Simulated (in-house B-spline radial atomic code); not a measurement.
## RPA and G0W0 on HSE06: the ruthenium ion Ru⁸⁺

Configuration [Ar] 3d10 4s2 4p6, mean-field start HSE06. Computed with an all-electron radial atomic-structure program (B-spline basis): all electrons, non-relativistic, point nucleus, each spin shell either full or empty, empty states to l = 9 with an (l + 1/2)⁻⁴ tail; G0W0 by contour deformation at full frequency.

Without relativity these are model numbers: it shifts the levels of so heavy an element strongly and can reorder them.

Command:
```bash
python run_gw.py task.json out
```
Settings (radii: box in bohr, nucleus in fm):
```
Z                        44
electrons                36
configuration            [Ar] 3d10 4s2 4p6
hamiltonian              nr
method                   hse06
lmax                     9
spin_polarised           False
box_radius               7.7
intervals                50
```

Time taken, with all properties: 1.6 s on 1 thread of Arm Neoverse V1, on a shared host.

Energies (hartree):

| term | value |
| --- | --- |
| mean-field total | -4426.96002 |
| Hartree-Fock functional on these orbitals | -4425.55982 |
| direct second order | -3.0214 |
| second-order exchange | 0.86372 |
| SOSEX correction | 0.81133 |

Q: What is the RPA correlation energy, and what remains with SOSEX?

A: RPA gives -2.7163 hartree (-2.05 eV per electron); RPA + SOSEX gives -1.9049, and the second-order doubles -2.1576 hartree (no singles). SOSEX takes back 30 % of the RPA value.

Quasi-particle levels (eV):

```tsv
level	occupied	mean field	Σx - vxc	Σc	QP weight	G0W0
4p	yes	-170.60	-7.51	?	?	?
4d	no	-118.94	9.07	-2.57	0.973	-112.45
```

G0W0 = mean field + (Σx - vxc) + Σc, with Σc (partial-wave tail included) taken at the quasi-particle energy. Only the outer levels were computed. Levels of low weight are left out.

Q: Where does G0W0 put 4p?

A: At -178.96 eV, with Σc = -0.85 eV and a quasi-particle weight of 0.966. The tabulated removal energy is 178.41 ± 0.05 eV (NIST, semi-empirical); the calculation leaves out relativity, Breit and QED terms, and what these don't explain is the method's own error.
